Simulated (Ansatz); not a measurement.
Basis-set series for C2H5OSi, SMILES `[CH]=C[SiH2]O` radical. Charge 0, multiplicity 2. Geometry: relaxed with PBE0-D4/def2-TZVP. It is one conformer, not always the lowest.

| atom | x (Å) | y (Å) | z (Å) |
| --- | --- | --- | --- |
| C1 | 1.474 | -0.635 | 1.022 |
| C2 | 0.944 | -0.218 | -0.093 |
| Si3 | -0.689 | 0.687 | -0.112 |
| O4 | -1.833 | -0.141 | -0.962 |
| H5 | 2.355 | -1.157 | 1.373 |
| H6 | 1.457 | -0.401 | -1.046 |
| H7 | -0.552 | 1.976 | -0.831 |
| H8 | -1.097 | 0.908 | 1.299 |
| H9 | -2.058 | -1.019 | -0.651 |

```tsv
functional	basis	functions	energy (Eh)	HOMO (eV)	LUMO (eV)
PBE0-D4	def2-SVP	85	-443.36355	-6.59	-1.65
PBE0-D4	def2-TZVPP	205	-443.65390	-6.67	-1.86
ωB97M-V	def2-SVP	85	-443.56802	-8.57	0.31
ωB97M-V	def2-TZVPP	205	-443.86599	-8.68	-0.06
```

(1) Give the rows for def2-QZVPP. (Estimate.)

Answers

(1) Computed: 
```tsv
functional	basis	functions	energy (Eh)	HOMO (eV)	LUMO (eV)
PBE0-D4	def2-QZVPP	391	-443.67298	-6.69	-1.91
ωB97M-V	def2-QZVPP	391	-443.88378	-8.70	-0.15
```

HOMO and LUMO are taken over both spins.
